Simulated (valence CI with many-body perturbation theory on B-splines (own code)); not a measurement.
**Rh³⁰⁺: what each term of the Hamiltonian does**

Computed by relativistic CI+MBPT: five valence electrons over a frozen Dirac-Fock core [Ne], radial functions for each j: 9 s, 9 p, 8 d, 6 f, 3 g, 1 h, with the one-electron correlation potential Σ1 (screened to all orders), the two-electron term Σ2, the three-electron term Σ3, Breit, model QED; selected single and double excitations, second order for the rest (own B-spline code, finite nucleus).

The last digits are not significant, and no measured levels were compared; by estimate large intervals hold to a few tenths of a per cent, small ones and those within an open d or f shell to about a per cent. Among the levels kept, up to 600 cm⁻¹ of a level comes from second order outside the variational space, and about a tenth of that is noise between levels of different J, which matters for small intervals.

Each rung adds one term. CI alone is the Dirac-Coulomb CI over the frozen core; QED comes last and gives the full result, which names the levels. Energies are above (3s^2 3p1/2^2 3p3/2) J=3/2 on the same rung, in eV.

Levels are named by their leading jj configuration (3d3/2^4 stands for four electrons in 3d with j = 3/2), which in mixed levels can hold well under half, so a name can repeat and another be missing. Letters in brackets count levels of one name in rising energy.

| Level | CI alone |
| --- | --- |
| (3s^2 3p1/2 3p3/2^2) J=3/2 | 28.05 |
| (3s^2 3p1/2 3p3/2^2) J=5/2 | 34.43 |
| (3s^2 3p1/2 3p3/2^2) J=1/2 | 42.20 |
| (3s^2 3p3/2^3) J=3/2 | 70.61 |
| (3s 3p1/2^2 3p3/2^2) J=5/2 | 106.34 |
| (3s^2 3p1/2^2 3d3/2) J=3/2 [a] | 115.47 |
| (3s 3p1/2^2 3p3/2^2) J=1/2 | 122.79 |
| (3s^2 3p1/2^2 3d3/2) J=3/2 [b] | 127.23 |
| (3s^2 3p1/2^2 3d5/2) J=5/2 | 133.85 |
| (3s 3p1/2 3p3/2^3) J=3/2 | 140.12 |
| (3s 3p1/2 3p3/2^3) J=5/2 | 145.22 |
| (3s^2 3p1/2 3p3/2 3d3/2) J=3/2 [a] | 145.99 |
| (3s^2 3p1/2 3p3/2 3d3/2) J=1/2 [a] | 147.01 |
| (3s^2 3p1/2 3p3/2 3d3/2) J=5/2 [a] | 149.04 |
| (3s^2 3p1/2 3p3/2 3d3/2) J=7/2 | 152.74 |
| (3s^2 3p1/2 3p3/2 3d5/2) J=7/2 [a] | 155.40 |

**Question.** What do these energies become with core correlation, Breit and QED?

**Answer.** (3s^2 3p1/2 3p3/2^2) J=3/2 27.74 (-0.310); (3s^2 3p1/2 3p3/2^2) J=5/2 33.95 (-0.474); (3s^2 3p1/2 3p3/2^2) J=1/2 41.79 (-0.417); (3s^2 3p3/2^3) J=3/2 69.83 (-0.778); (3s 3p1/2^2 3p3/2^2) J=5/2 105.69 (-0.652); (3s^2 3p1/2^2 3d3/2) J=3/2 [a] 114.76 (-0.705); (3s 3p1/2^2 3p3/2^2) J=1/2 122.05 (-0.740); (3s^2 3p1/2^2 3d3/2) J=3/2 [b] 126.35 (-0.884); (3s^2 3p1/2^2 3d5/2) J=5/2 132.67 (-1.179); (3s 3p1/2 3p3/2^3) J=3/2 139.13 (-0.989); (3s 3p1/2 3p3/2^3) J=5/2 144.08 (-1.134); (3s^2 3p1/2 3p3/2 3d3/2) J=3/2 [a] 144.87 (-1.119); (3s^2 3p1/2 3p3/2 3d3/2) J=1/2 [a] 145.96 (-1.049); (3s^2 3p1/2 3p3/2 3d3/2) J=5/2 [a] 147.79 (-1.256); (3s^2 3p1/2 3p3/2 3d3/2) J=7/2 151.35 (-1.386); (3s^2 3p1/2 3p3/2 3d5/2) J=7/2 [a] 153.99 (-1.409).

**Question.** How does the ionisation energy move along the ladder, and which term matters most?

**Answer.** CI alone 1749.0, + Σ1 1749.8, + Σ2 1749.8, + Σ3 1749.5, + Breit 1748.6, + QED 1748.6 eV. The largest step is Breit, -0.9 eV, with Σ1 about as large (0.8). NIST lists 1763 ± 7 eV (semi-empirical).
